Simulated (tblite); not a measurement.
`O=C(F)c1ccc([SiH3])o1`. Structure optimised with GFN2-xTB, isolated species.

```
atom  x, y, z in Å
O1    -2.5765    1.9461    1.2739
C2    -2.4834    1.0181    0.5440
F3    -3.6209    0.4753   -0.0075
C4    -1.3235    0.2934    0.0879
C5    -1.2067   -0.7885   -0.7650
C6     0.1628   -1.0648   -0.8451
C7     0.8045   -0.1455   -0.0422
Si8    2.6146    0.1391    0.3985
O9    -0.0983    0.6693    0.5167
H10   -2.0137   -1.2963   -1.2527
H11    0.6337   -1.8362   -1.4187
H12    2.8805   -0.5274    1.6732
H13    3.4008   -0.4629   -0.6773
H14    2.8255    1.5798    0.4921
```

(1) What is the longest distance between nuclei?

(2) How far are the heavy atoms from their best plane (unweighted least squares)?

(3) Where is the centre of mass (commonest isotopes), and what is the radius of gyration?

(4) What is the repulsion energy of the bare nuclei, Σ ZA·ZB/RAB?

(5) Write the matrix of distances between heavy atoms (Å, lower triangle).

Answers

(1) F3···H13, 7.12 Å; the next longest distance is 6.79 Å.

(2) 0.004 Å rms; none is more than 0.008 Å off.

(3) Mass 144.004 u; centre at (-0.550, 0.305, 0.182) Å; Rg = √(Σ m r²/M) = 2.378 Å. As Ia + Ib + Ic = 2 Σ m r², the three principal moments sum to 1629.2 u·Å².

(4) 490.64 Eh over 91 pairs, with full nuclear charges and distances in bohr; the largest single term is 23.59 Eh (C7 with Si8).

(5) 
```
O1    0.000
C2    1.184  0.000
F3    2.213  1.376  0.000
C4    2.389  1.442  2.307  0.000
C5    3.676  2.570  2.828  1.383  0.000
C6    4.589  3.643  4.170  2.219  1.399  0.000
C7    4.188  3.537  4.469  2.177  2.232  1.379  0.000
Si8   5.566  5.175  6.258  3.953  4.101  3.001  1.885  0.000
O9    2.889  2.411  3.567  1.351  2.235  2.220  1.338  2.767  0.000
```

Its lowest GFN2-xTB frequency is 13i cm⁻¹, too small to tell a flat minimum from a shallow saddle. The numbers are those of one conformer. 3 starts were optimised and ended at 0.00, 0.16 and 0.17 kcal/mol (GFN2-xTB); the lowest of these is shown.

Time: 0.26 s wall. Hardware: Arm Neoverse V1, one thread, no GPU, on a shared host. These figures are those of the optimisation.

These are computed values.
